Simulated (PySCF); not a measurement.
A GIAO shielding run with PySCF 2.14.0 with density-fitted response routines (density fitting, non-relativistic, gas phase) on SMILES c1(C(=O)Cl)ccsc1, C$_{5}$H$_{3}$ClOS:

```
$ OMP_NUM_THREADS=1 python probes_run.py task.json out

{"job": {"kind": "nmr", "xc": "wB97X-D", "basis": "pcSseg-2", "pop": false}, "charge": 0, "multiplicity": 1}
O     -2.143218    -1.506762     0.321803
C     -1.763567    -0.442978    -0.038711
Cl    -2.940079     0.765695    -0.633619
C     -0.375955     0.012662    -0.051235
C      0.682054    -0.835022     0.385870
C      1.892353    -0.226762     0.298935
S      1.751093     1.367682    -0.308980
C      0.071233     1.244400    -0.458757
H      0.522317    -1.842685     0.742494
H      2.860656    -0.625656     0.559315
H     -0.519130     2.065379    -0.833325
```

Hardware: 1 thread of an Arm Neoverse V1, shared host. The job also computes ring-centre shieldings.

Question: How large is the calculation?

Answer: 74 electrons, 344 basis functions and 996 auxiliary functions.

Question: How long does it take, and how much memory does it need?

Answer: 80 s of wall time, with 16 SCF cycles and 7 response iterations; peak memory 1.7 GiB. Times on a shared host scatter by some tens of per cent.

Question: And these other runs on the same molecule and hardware: GIAO shielding at B97-2/pcSseg-2; GIAO shielding at KT3/pcSseg-2; GIAO shielding at PBE0/pcSseg-2?

Answer: B97-2/pcSseg-2: 344 functions, 58 s; KT3/pcSseg-2: 344 functions, 82 s; PBE0/pcSseg-2: 344 functions, 62 s.
